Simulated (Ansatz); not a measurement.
`[F][In]([F])[Br]` + H₂S → `[F][In]([F])[SH]` + HBr at 600 K and 1 bar (ligand exchange at the In–Br bond).

Gas-phase electronic energies from Ansatz, PBE0-D4/def2-TZVP geometries. CCSD(T)/CBS adds triple-zeta CCSD(T) − MP2 to the extrapolated MP2 energy (def2 sets, frozen cores). This one scheme is used for every species. Elements past krypton have def2 core potentials. For Br, In outer-core shells are correlated without core-valence functions, which leaves a few kJ/mol of doubt a bond. Scalar relativity is left out up to krypton. One conformer a species, not always the lowest.

```tsv
species	CCSD(T)/CBS energy (Eh)	H − E (kJ/mol)	S (J/(mol·K))
`[F][In]([F])[Br]`	-2962.82519	51.9	394.0
H₂S	-398.97279	60.8	230.9
`[F][In]([F])[SH]`	-787.86618	79.5	408.4
HBr	-2573.91920	33.5	219.1
```

H − E and S are ideal-gas, rigid-rotor, harmonic terms from PBE0-D4/def2-TZVP, for one conformer and one mirror image of each species. 1 Eh = 2625.50 kJ/mol, R = 8.31446 J/(mol·K).

Q: By hand: ΔE, ΔH, ΔS and ΔG.

A: ΔE = (-787.86618) + (-2573.91920) − (-2962.82519) − (-398.97279) = 0.01260 Eh = 33.1 kJ/mol. Δ(H − E) = 79.5 + 33.5 − 51.9 − 60.8 = 0.3, so ΔH = 33.4 kJ/mol. ΔS = 408.4 + 219.1 − 394.0 − 230.9 = 2.6 J/(mol·K). ΔG = 33.4 − 600 × (2.6)/1000 = 31.8 kJ/mol.

Q: By hand: the equilibrium constant, and the temperature at which ΔG would vanish if ΔH and ΔS stayed fixed.

A: log₁₀ K = −ΔG/(RT ln 10) = -2.8. ΔG = 0 at ΔH/ΔS = 12846 K, far beyond where these terms or the molecules hold.

The number of gas molecules stays the same, so ΔS is small and ΔH decides. A doubt of 5 kJ/mol in ΔE shifts log₁₀ K by 0.4 here. Other conformers and mirror images would add mixing entropy, several J/(mol·K) or more a flexible species. These are equilibria of isolated gas molecules and say nothing of rates. Largest T1 diagnostic: 0.016 (customary marks: 0.02 for closed shells, 0.045 for open ones).
